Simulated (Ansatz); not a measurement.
A nudged elastic band was laid between two geometries of CH5GaSeSi (9 atoms, charge 0, multiplicity 1).

Method: RKS B3LYP/def2-SVP (Ansatz 0.2.0).

```yaml
movable_images: 7
climbing_image: yes
spring: 5.0 eV/Å²
optimiser: quadratic models (default)
start_path: through a guess of the saddle point
force_threshold: 0.05 eV/Å
iteration_limit: 34
end_points: relaxed
```

Initial state:

```xyz
9
Properties=species:S:1:pos:R:3
Si -0.247 1.168 -0.740
C -0.438 -0.549 -0.018
Ga 0.643 -1.250 1.452
Se 0.968 -1.949 -0.719
H -0.394 1.171 -2.227
H -1.288 2.074 -0.161
H 1.100 1.714 -0.397
H -1.449 -0.972 -0.103
H 1.107 -1.405 2.913
```

Final state:

```xyz
9
Properties=species:S:1:pos:R:3
Si -0.198 1.102 -0.704
C -0.422 -0.517 0.220
Ga -0.060 -0.526 2.286
Se 0.978 -1.854 -0.202
H -0.036 0.942 -2.181
H -1.396 1.968 -0.462
H 1.009 1.819 -0.190
H -1.405 -0.980 0.034
H 1.531 -1.954 1.200
```

Question: Which bonds break or form, and what moves?

Answer: Bonds broken: Ga3–H9. Bonds formed: Se4–H9.

Question: Give the energies along the band, and the barrier.

Answer: The run converged. The highest image is number 4 of 0 to 8, 67.0 kJ/mol above the first end and 65.3 kJ/mol above the last; the last end lies 1.7 kJ/mol above the first. A vibrational analysis at the climbing image gives one clearly imaginary mode, 360i cm⁻¹: a first-order saddle point. The orbitals stay closed-shell, which can raise the energy where a bond breaks towards radicals; this wasn't checked here.

```tsv
image	path coordinate (Å)	energy (kJ/mol)	Ga3–H9 (Å)	Se4–H9 (Å)
0	0.00	0.0	1.54	3.68
1	0.34	4.8	1.53	3.53
2	0.68	28.7	1.52	3.24
3	1.03	57.5	1.54	2.95
4	1.37	67.0	1.59	2.65
5	1.76	57.9	1.67	2.19
6	2.15	23.7	1.87	1.73
7	2.54	3.1	2.26	1.53
8	2.93	1.7	2.40	1.51
```

Question: What is the geometry of the highest image?

Answer: 
```xyz
9
Properties=species:S:1:pos:R:3:forces:R:3
Si -0.222 1.153 -0.753 0.01 0.00 0.00
C -0.410 -0.593 -0.058 0.00 0.01 0.00
Ga 0.222 -0.777 1.899 0.00 0.00 0.00
Se 0.947 -1.894 -0.395 0.00 0.00 0.00
H -0.270 1.122 -2.244 0.00 0.00 0.00
H -1.332 2.020 -0.252 0.00 0.00 0.00
H 1.083 1.730 -0.320 0.00 0.00 0.00
H -1.439 -0.983 -0.085 0.00 0.00 0.00
H 1.421 -1.777 2.209 0.00 0.00 0.00
```

Question: What are the harmonic wavenumbers there?

Answer: 360i, 110, 134, 168, 205, 360, 409, 508, 664, 713, 806, 895, 935, 948, 957, 1125, 1857, 2208, 2222, 2229, 3092 cm⁻¹.

The run took 6.6 min on 2 threads of Intel(R) Xeon(R) Platinum 8375C CPU @ 2.90GHz (Ice Lake), on a shared host, peak memory 0.36 GiB.
